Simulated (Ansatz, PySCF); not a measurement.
Reaction (SMILES): Brc1ccco1 [2-bromofuran] + 8 [H][H] (H2) -> Br (HBr) + 4 C (CH4) + O (H2O)
Each molecule is optimised on its own at B3LYP-D3(BJ)/def2-TZVP (Ansatz, a program for electronic structure). Unstable Hartree-Fock reference: Brc1ccco1.

Quantity: energy of full hydrogenation (0 K, with B3LYP-D3(BJ) harmonic zero-point energies from PySCF), in kcal/mol. Cores are frozen in the correlated levels unless marked. Spin-orbit coupling is left out. The frozen core is the preceding noble-gas configuration, with the filled d and f shells of earlier blocks. No relativistic terms. Basis-set limits of correlation are two-point, X^-3; Hartree-Fock from the larger set.

| level | program | energy of full hydrogenation (kcal/mol) |
|---|---|---|
| PBE/def2-TZVPD | Ansatz | ___ |
| r2SCAN-D4/def2-TZVPD | Ansatz + dftd4 | -127.4 |
| r2SCANh/def2-TZVPD | Ansatz | -132.6 |
| r2SCAN0-D4/def2-TZVPD | Ansatz + dftd4 | -138.1 |
| B2GP-PLYP-D3(BJ)/def2-TZVPD | Ansatz + dftd3 | ___ |
| RPA@PBE/cc-pVTZ | Ansatz | -125.5 |
| CCSD/aug-cc-pVTZ | Ansatz | ___ |
| CCSD(T)/CBS(cc-pVTZ,cc-pVQZ) | Ansatz | -132.9 |

Some entries are withheld; supply them.


- PBE/def2-TZVPD, energy of full hydrogenation (kcal/mol): -126.2
- B2GP-PLYP-D3(BJ)/def2-TZVPD, energy of full hydrogenation (kcal/mol): -128.7
- CCSD/aug-cc-pVTZ, energy of full hydrogenation (kcal/mol): -142.4
